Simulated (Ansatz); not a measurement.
Reaction (redistribution): `[SiH3][GeH2][GeH2][GeH3]` + `S[SiH2][SiH2][GeH3]` → `[SiH3][GeH2][GeH2][SiH2][SiH2][GeH3]` + `[SH][GeH3]`

Isolated molecules relaxed with PBE0-D4/def2-TZVP in Ansatz; ΔE leaves out vibrations. CBS: MP2 limit from def2 TZ/QZ plus the TZ coupled-cluster correction, frozen cores. DFT in def2-TZVPP. B3LYP here is the variant with VWN-RPA as its local correlation; programs differ in this. For Ge outer-core shells are correlated without core-valence functions, which leaves a few kJ/mol of doubt a bond. Scalar relativity is left out up to krypton. One conformer a species, not always the lowest.

| level | ΔE (kJ/mol) | difference from CCSD(T)/CBS |
| --- | --- | --- |
| PBE-D4 | 13.9 | -2.6 |
| r2SCAN-D4 | 16.9 | 0.4 |
| PBE0-D4 | 13.7 | -2.8 |
| B3LYP-D4 | 14.8 | -1.7 |
| B2PLYP | 22.1 | 5.6 |
| PBE | 21.4 | 4.9 |
| PBE0 | 21.0 | 4.5 |
| B3LYP | 26.5 | 10.0 |
| HF/def2-TZVPP | 25.4 | 8.9 |
| MP2/def2-TZVPP | 15.5 | -1.0 |
| CCSD/def2-TZVPP | 15.9 | -0.6 |
| CCSD(T)/def2-TZVPP | 13.7 | -2.8 |
| HF/def2-QZVPP | 26.3 | 9.8 |
| SCS-MP2/def2-QZVPP | 18.5 | 2.0 |
| HF/CBS(def2) | 26.5 | 10.0 |
| MP2/CBS(def2) | 18.2 | 1.7 |
| CCSD(T)/CBS | 16.5 | 0 |

Largest T1 diagnostic among the species: 0.013.

The D4 term adds −11.7 kJ/mol with B3LYP and −7.3 kJ/mol with PBE0; it sums over pairs of atoms, weighted by their polarisabilities, and B3LYP, whose exchange is more repulsive, gets the larger term. In def2-TZVPP, CCSD(T) changes the Hartree–Fock value by −11.6 kJ/mol (the triples alone add −2.2 kJ/mol) and MP2 by −9.9 kJ/mol.
